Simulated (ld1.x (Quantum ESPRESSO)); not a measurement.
**Ranking PAW potentials for W (Z = 74)**

All share these settings but for the change named:

```json
{"Element": "W (Z = 74)", "Generator": "ld1.x (Quantum ESPRESSO) 7.5", "Type": "PAW", "Functional": "BLYP", "Relativity": "scalar-relativistic", "Frozen core": "[Kr] 4d10", "Valence charge": "28", "Reference configuration": "4f14 5s2 5p6 5d4 6s0.5 6p0 (charge +1.5)", "Partial waves": "5s (bound): rcut 1.35, rcutus 1.45 bohr; 6s (bound): rcut 1.35, rcutus 1.45 bohr; 5p (bound): rcut 2.05, rcutus 2.55 bohr; 6p (bound, empty): rcut 2.05, rcutus 2.55 bohr; 5d (bound): rcut 1.55, rcutus 1.70 bohr; 5d channel at 2.3 Ry: rcut 1.55, rcutus 1.70 bohr; 4f (bound): rcut 0.90, rcutus 1.05 bohr; 4f channel at -0.6 Ry: rcut 0.90, rcutus 1.05 bohr", "Local potential": "all-electron potential smoothed inside 1.50 bohr (lloc = -2)", "Core correction": "Bessel-smoothed model core inside 0.85 bohr", "Augmentation charge": "BESSEL, radius 0.95 bohr"}
```

Test errors are all-electron minus pseudo excitation energies from the reference, over 4f14 5s2 5p6 5d4 6s2 6p0; 4f14 5s2 5p6 5d4 6s1 6p0; 4f14 5s2 5p6 5d4 6s0 6p0; 4f14 5s2 5p6 5d3 6s2 6p1; 4f14 5s2 5p6 5d4 6s1.5 6p0; 4f14 5s2 5p6 5d4.5 6s1.5 6p0; 4f14 5s2 5p6 5d4 6s0 6p2. None of these files shows a bound ghost.

The base gives 12.9 meV.

Of 9 variants that were run, those that failed, showed a ghost or another fault, or gave nearly equal values are left out.

A variant can come out equal or close to the base, since the largest error may sit in a test that the change hardly touches while other tests move.

(1) Rank these variants by their largest absolute test error, smallest first.
A. waves 5s (bound): rcut 1.35, rcutus 1.60 bohr; 6s (bound): rcut 1.35, rcutus 1.60 bohr
B. waves 5s (bound): rcut 1.06, rcutus 1.12 bohr; 6s (bound): rcut 1.06, rcutus 1.12 bohr
C. waves 5s (bound): rcut 1.34, rcutus 1.42 bohr; 6s (bound): rcut 1.34, rcutus 1.42 bohr
D. waves 5s (bound): rcut 1.35, rcutus 1.84 bohr; 6s (bound): rcut 1.35, rcutus 1.84 bohr
E. waves 5s (bound): rcut 1.35, rcutus 2.18 bohr; 6s (bound): rcut 1.35, rcutus 2.18 bohr

Answers

(1) D (9.0 meV), B (10.2 meV), C (12.4 meV), A (14.6 meV), E (62.8 meV).
